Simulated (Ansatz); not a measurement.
Isolated molecules relaxed with PBE0-D4/def2-TZVP in Ansatz; ΔE leaves out vibrations. CCSD(T)/CBS is the MP2 limit (def2-TZVPP, def2-QZVPP) plus CCSD(T) − MP2 in def2-TZVPP, frozen cores. This one scheme is used for every species, atoms too. DFT in def2-TZVPP. B3LYP here is the variant with VWN-RPA as its local correlation; programs differ in this. No spin–orbit coupling; open shells (•) take unrestricted orbitals. Spin–orbit coupling would lower the free atoms: a little for Al, C.

`[CH3][Al]([CH3])[C]#N` → Al• + 3 C• + 6 H• + N•  (atomization)

`[CH3][Al]([CH3])[C]#N`:

Cartesian coordinates in Å:
```
C -0.450 -0.124 1.792
Al -0.078 -0.184 -0.109
C 0.883 1.089 -1.210
C -0.776 -1.746 -1.050
N -1.189 -2.670 -1.605
H -0.042 0.763 2.281
H -1.530 -0.144 1.972
H -0.041 -1.007 2.293
H 1.697 0.597 -1.752
H 1.306 1.917 -0.638
H 0.220 1.511 -1.973
```

```
             level  ΔE (eV)  difference from CCSD(T)/CBS
         revPBE-D4    45.06                        -0.13
           BLYP-D4    45.29                         0.10
           PBE0-D4    45.27                         0.08
           ωB97X-V    45.29                         0.10
              BLYP    44.89                        -0.30
             B3LYP    44.96                        -0.23
         CAM-B3LYP    45.22                         0.03
      MP2/def2-SVP    43.65                        -1.54
     HF/def2-TZVPP    33.06                       -12.13
CCSD(T)/def2-TZVPP    44.07                        -1.12
       CCSD(T)/CBS    45.19                            0
```

Largest T1 diagnostic among the species: 0.018.

Leaving LDA and LC-ωPBE aside and taking each functional with its dispersion term where it has one, the values, not all of them listed here, spread over 2.24 eV, from BHLYP-D4 to PBE-D4. LDA lies +5.04 eV from PBE without D4, its usual overbinding. At CCSD(T), def2-SVP lies −2.20 eV from the extrapolated value and def2-TZVPP −1.12 eV: correlation converges slowly with the basis, and small sets miss more of it in the bonded molecule than in its fragments.

For atomizations the MP2-based limit and the directly extrapolated one differ by several kJ/mol either way, and by 10 to 25 for some Ge, Se and Sn compounds, so smaller differences from it don't rank the levels.
